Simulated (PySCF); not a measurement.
# Excitation energies in several basis sets

Compound: 1,2-dibromopropane, C3H6Br2.
Z-matrix (Å and degrees, PBE0-D3(BJ)/def2-SVP geometry), rows numbered from 1:
```
C 
C   1  1.5102
Br  2  1.9696  1  109.73
C   2  1.5128  1  115.19  3   119.50
Br  4  1.9497  2  110.98  1    66.19
H   1  1.1003  2  110.92  3   -61.57
H   1  1.1011  2  109.35  3   178.83
H   1  1.0981  2  110.90  3    59.11
H   2  1.0987  1  111.31  3  -114.64
H   4  1.0980  2  111.59  1   -52.85
H   4  1.0958  2  111.58  1  -175.77
```

TDDFT with PBE0 (PySCF), vertical singlets, core orbitals frozen in the response, spherical d and f functions. The structure is a single PBE0-D3(BJ)/def2-SVP conformer in the gas phase; no vibrational or solvent corrections. The PBE0/6-31G* calculation is non-relativistic and has no spin–orbit coupling, an omission that weighs most on bromine.

How do the low singlets change with the basis? Take 6-31G*, def2-SVP, def2-SVPD, aug-cc-pVDZ, def2-TZVP and def2-TZVPD.

```
      basis  functions  diffuse  S1 (eV)  S2 (eV)  S3 (eV)  S4 (eV)  S5 (eV)  LUMO (eV)  α (au)
     6-31G*        118       no     5.99     6.03     6.10     6.28     7.21      -0.62    65.3
   def2-SVP        136       no     6.06     6.08     6.17     6.35     7.20      -0.46    65.4
  def2-SVPD        190      yes     5.88     5.91     5.98     6.15     6.90      -0.88    83.6
aug-cc-pVDZ        195      yes     5.90     5.93     5.99     6.18     6.77      -0.84    83.4
  def2-TZVP        225       no     5.99     6.01     6.09     6.27     7.11      -0.68    77.6
 def2-TZVPD        279      yes     5.90     5.93     6.00     6.17     6.83      -0.82    84.7
```

States are compared by their number. Against the largest diffuse basis here (def2-TZVPD, itself not a converged limit), sets without diffuse functions differ by up to 0.16 eV in S1 and 0.38 eV in S5; the smaller diffuse sets differ by up to 0.02 and 0.07 eV. State by state, the largest deviation of a set without diffuse functions is S1 0.16, S2 0.15, S3 0.17, S4 0.18, S5 0.38 eV. The same number needn't mean the same state in each row. Against def2-TZVPD the polarisability deviates by -23% in 6-31G*, -23% in def2-SVP, -1% in def2-SVPD, -2% in aug-cc-pVDZ, -8% in def2-TZVP.
